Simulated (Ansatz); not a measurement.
System: C$_{6}$H$_{6}$N, net charge 0, doublet state. It need not be the lowest isomer of its formula. SMILES: C(#N)C1CC[CH]C=1
Coordinates optimised at B3LYP-D3(BJ)/def2-TZVP (Ansatz, an electronic-structure program):
```xyz
13

C     -1.6736    -0.9708     0.4533
C     -1.7909     0.5244     0.4096
C     -0.5953     1.1058     0.0912
C      0.3967     0.1288    -0.1026
C     -0.1883    -1.2486     0.1060
C      1.7303     0.3670    -0.4379
N      2.8432     0.5405    -0.7165
H     -2.3554    -1.4456    -0.2585
H     -1.9434    -1.3637     1.4381
H     -2.7089     1.0585     0.6067
H     -0.4193     2.1676    -0.0029
H      0.3322    -1.7788     0.9070
H     -0.0805    -1.8609    -0.7923
```
Charge 0, spin multiplicity 2.

Quantity: atomisation energy (electronic, to ground-state atoms), in eV. Cores are frozen in the correlated levels unless marked. UHF or UKS for open shells. No spin-orbit coupling. No relativistic terms. The coupled-cluster limit lacks core correlation, which all-electron functionals hold. CBS(X,Y): correlation extrapolated as X^-3; Hartree-Fock from the larger set.

```
level                                program  atomisation energy (eV)
----------------------------  --------------  -----------------------
B3LYP-D3(BJ)/def2-TZVPD       Ansatz + dftd3                    62.48
B3LYP/def2-TZVPD                      Ansatz                    61.93
PBE0/STO-3G                           Ansatz                    71.39
PBE0/6-31G*                           Ansatz                    63.05
PBE0-D3(BJ)/def2-TZVP         Ansatz + dftd3                    63.30
PBE0/def2-QZVPP                       Ansatz                    63.08
r2SCAN0-D4/def2-TZVPD         Ansatz + dftd4                    61.56
wB97M-V/def2-TZVPD                    Ansatz                    62.37
B2PLYP-D4/def2-TZVPD          Ansatz + dftd4                    61.88
PBE-QIDH/def2-TZVPD                   Ansatz                    62.21
MP2/6-31G                             Ansatz                    53.90
CCSD(T)/6-31G                         Ansatz                    53.95
CCSD(T)/6-31G*                        Ansatz                    57.43
CCSD(T)/cc-pwCVTZ                     Ansatz                    60.43
CCSD(T)/CBS(cc-pVTZ,cc-pVQZ)          Ansatz                    61.93
```

The UHF reference is spin-contaminated (<S^2> 0.33 over the pure value in the largest basis).
